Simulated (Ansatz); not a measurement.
A structure relaxed at PBE-D4/def2-SVP in Ansatz, charge 0, singlet:

Cartesian coordinates in Å:
```
Si 2.3706 -1.3527 1.1345
Si -0.8055 -2.8192 2.8807
Si 0.9555 2.1917 1.7374
Si -2.1560 0.5624 3.4540
Si 0.3774 -3.9769 -0.9662
Si 2.0464 1.1243 -1.8129
Si 0.0664 -1.6123 -3.7801
Si -1.0822 -0.3956 -0.2140
Si -2.5059 3.2474 0.2602
Si -1.4650 2.2306 -3.1271
Si 1.4657 -2.2297 3.1263
Si 2.5071 -3.2475 -0.2605
Si 1.0828 0.3958 0.2133
Si -2.0465 -1.1244 1.8117
Si -0.0683 1.6119 3.7795
Si -0.3766 3.9769 0.9670
Si -0.9554 -2.1924 -1.7371
Si 2.1542 -0.5631 -3.4548
Si 0.8060 2.8204 -2.8804
Si -2.3697 1.3530 -1.1355
H 3.7664 -0.8398 1.4097
H -0.9038 -4.1279 2.1418
H -1.4017 -3.0238 4.2536
H 2.3529 2.7005 2.0120
H -2.5754 -0.0897 4.7506
H -3.1898 1.6030 3.1122
H -0.2916 -4.7212 0.1593
H 0.5532 -4.9445 -2.1129
H 3.4430 1.6336 -1.5353
H 0.2829 -2.8870 -4.5614
H -0.8179 -0.7160 -4.6065
H -3.3687 2.9860 1.4667
H -3.1562 4.3547 -0.5354
H -1.6066 1.2640 -4.2735
H -2.2509 3.4724 -3.4768
H 2.2514 -3.4716 3.4764
H 1.6079 -1.2626 4.2721
H 3.1568 -4.3546 0.5361
H 3.3703 -2.9873 -1.4669
H -3.4424 -1.6349 1.5331
H 0.8151 0.7158 4.6072
H -0.2851 2.8870 4.5600
H -0.5535 4.9433 2.1147
H 0.2930 4.7227 -0.1572
H -2.3530 -2.7017 -2.0100
H 3.1871 -1.6042 -3.1120
H 2.5746 0.0880 -4.7516
H 1.4028 3.0273 -4.2527
H 0.9038 4.1279 -2.1393
H -3.7656 0.8404 -1.4104
```

Give its formula and point group.

Si20H30, a nanocrystal cut from cubic silicon. Point group D3d (tolerance 0.1 Å).

Summarise the bond lengths by kind (pairs closer than 1.2 times the sum of covalent radii, bridged metal pairs left out).

25 × Si–Si 2.34 to 2.36 Å; 30 × H–Si 1.51 Å.

Single mean-field runs in def2-SVP are fitted with def2-universal-jkfit.
